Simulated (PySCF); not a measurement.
BH₃, SMILES B.

Geometry: B3LYP-D3(BJ)/def2-TZVPD. The isomer is the one that the SMILES or the coordinates give; other isomers of the formula were not compared.

Two levels are set side by side: PBE/def2-TZVPD (PySCF) and HF/def2-TZVPD (PySCF). Same geometry, gas phase. Differences are taken from unrounded values.

```
quantity                         HF
---------------------------  ------
orbital gap (eV)              14.88
highest occupied level (eV)  -13.57
lowest empty level (eV)        1.32
mean polarisability (bohr³)    16.5
```

Question: What does PBE give, and how far is it from HF? (The exact figures need the calculation; the answer reports its results.)

Answer: 
| quantity | PBE | PBE minus HF |
|---|---|---|
| orbital gap (eV) | 5.43 | -9.45 |
| highest occupied level (eV) | -8.48 | 5.09 |
| lowest empty level (eV) | -3.05 | -4.37 |
| mean polarisability (bohr³) | 18.1 | 1.6 |

PBE's occupied levels lie high since its potential decays too fast outside the molecule; exact exchange lowers them and widens the gap. Loosely held outer electrons make PBE densities more polarisable. Differences between two approximate levels are no errors against the true value.
